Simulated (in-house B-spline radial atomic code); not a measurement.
# RPA and G0W0 on CAM-B3LYP: neutral copper

Configuration [Ar] 3d10 4s1, highest spin, mean-field start CAM-B3LYP. Computed with a B-spline radial code for spherical atoms: all electrons, non-relativistic, point nucleus, each spin shell either full or empty, empty states to l = 9 with an (l + 1/2)⁻⁴ tail; G0W0 by contour deformation at full frequency.

Command:
```bash
python run_gw.py task.json out
```
Settings (radii: box in bohr, nucleus in fm):
```
Z                        29
electrons                29
configuration            [Ar] 3d10 4s1
hamiltonian              nr
method                   camb3lyp
lmax                     9
spin_polarised           True
box_radius               40
intervals                55
ion_configuration        [Ar] 3d10
```

Run time, properties included: 8.5 s on 1 thread of Arm Neoverse N1 (shared host).

Energies (hartree):

```json
{"term": "mean-field total", "value": "-1640.64449"}
{"term": "Hartree-Fock functional on these orbitals", "value": "-1638.93085"}
{"term": "direct second order", "value": "-2.7221"}
{"term": "second-order exchange", "value": "0.76316"}
{"term": "SOSEX correction", "value": "0.66734"}
```

Q: What is the RPA correlation energy, and what remains with SOSEX?

A: RPA gives -2.1485 hartree (-2.02 eV per electron); RPA + SOSEX gives -1.4812, and the second-order doubles -1.959 hartree (no singles). SOSEX takes back 31 % of the RPA value.

Quasi-particle levels (eV):

| level | occupied | mean field | Σx - vxc | Σc | QP weight | G0W0 |
| --- | --- | --- | --- | --- | --- | --- |
| 4s up | yes | -6.529 | -0.37 | ? | ? | ? |
| 4s down | no | -2.013 | 2.74 | -1.69 | 0.927 | -0.965 |

G0W0 = mean field + (Σx - vxc) + Σc, with Σc (partial-wave tail included) taken at the quasi-particle energy. Only the outer levels were computed. Levels of low weight are left out.

Q: Where does G0W0 put 4s up?

A: At -7.956 eV, with Σc = -1.06 eV and a quasi-particle weight of 0.933. The tabulated removal energy is 7.726 eV (NIST, measured); the calculation leaves out relativity, Breit and QED terms, and what these don't explain is the method's own error.

Q: What does it cost to remove one electron (to [Ar] 3d10) by differences of total energies, each species on its own start (correlation terms add to the Hartree-Fock functional)?

A: CAM-B3LYP 7.903 eV, Hartree-Fock functional 6.225 eV, + RPA 7.765 eV, + RPA + SOSEX 7.203 eV, + second order 8.364 eV. Tabulated: 7.726 eV (NIST, measured); the calculation leaves out relativity, Breit and QED terms, and what these don't explain is the method's own error.
